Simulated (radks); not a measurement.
Q: The mean radii <r> (bohr) of the occupied orbitals of an atom or ion are listed with their occupations. Method: Dirac Kohn-Sham, PBE, spin-unpolarised, spherical densities, point nucleus; computed with a radial shooting solver on a logarithmic mesh with Libxc functionals.

| orbital | occ. | <r> |
|---|---|---|
| 1s1/2 | 2 | 0.01966 |
| 2s1/2 | 2 | 0.08270 |
| 2p1/2 | 2 | 0.06870 |
| 2p3/2 | 4 | 0.07618 |
| 3s1/2 | 2 | 0.2141 |
| 3p1/2 | 2 | 0.2038 |
| 3p3/2 | 4 | 0.2172 |
| 3d3/2 | 4 | 0.1904 |
| 3d5/2 | 6 | 0.1945 |
| 4s1/2 | 2 | 0.4408 |
| 4p1/2 | 2 | 0.4393 |
| 4p3/2 | 4 | 0.4598 |
| 5s1/2 | 2 | 0.7695 |

Name the element and its charge. Open shells, if any, fill j = l - 1/2 first.

A: Z = 70, ytterbium, charge +32: Yb32+ in [Kr] 5s2. The 1s radius gives Z: for a bare nucleus <r> = (2 gamma + 1)/(2Z) with gamma = sqrt(1 - (Z/c)^2), 0.01942 bohr for Z = 70, and screening makes it slightly larger (0.01966 here). The occupations add up to 38, and the charge is Z minus that.
